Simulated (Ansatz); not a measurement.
Stepwise reaction of `[O]=[W](=[O])([OH])[OH]` with ammonia, as a gas-phase model of exchange steps in deposition or etching. ΔE in kJ/mol; ΔG adds harmonic PBE0-D4 terms to CCSD(T)/CBS, at 1 bar.

Program: Ansatz. Geometries: PBE0-D4/def2-TZVP. ΔE: electronic, gas phase. CCSD(T)/CBS is the MP2 limit (def2-TZVPP, def2-QZVPP) plus CCSD(T) − MP2 in def2-TZVPP, frozen cores. This one scheme is used for every species. DFT in def2-TZVPP. B3LYP here is the variant with VWN-RPA as its local correlation; programs differ in this. def2 core potentials past Kr. For W outer-core shells are correlated without core-valence functions, which leaves a few kJ/mol of doubt a bond. One conformer a species, not always the lowest.

```tsv
step	reaction	PBE-D4	B3LYP-D4	ωB97M-V	CCSD(T)/CBS	ΔG(600 K)
1	`[O]=[W](=[O])([OH])[OH]` + NH₃ → `[NH2][W](=[O])(=[O])[OH]` + H₂O	27.9	28.3	28.3	22.3	16.5
2	`[NH2][W](=[O])(=[O])[OH]` + NH₃ → `[NH2][W]([NH2])(=[O])=[O]` + H₂O	31.2	31.6	31.6	25.9	26.2
```

Q: By hand: ΔE of the 2 steps together at CCSD(T)/CBS.

A: (22.3) + (25.9) = 48.2 kJ/mol, or 24.1 kJ/mol a step.

In ΔE the steps differ by no more than 3.6 kJ/mol. All are uphill at CCSD(T)/CBS. ΔG lies between 16.5 and 26.2 kJ/mol a step. PBE-D4 differs from CCSD(T)/CBS by 5.3 to 5.6 kJ/mol a step. Isolated molecules leave out the surface, adducts and barriers. Largest T1 diagnostic: 0.023.
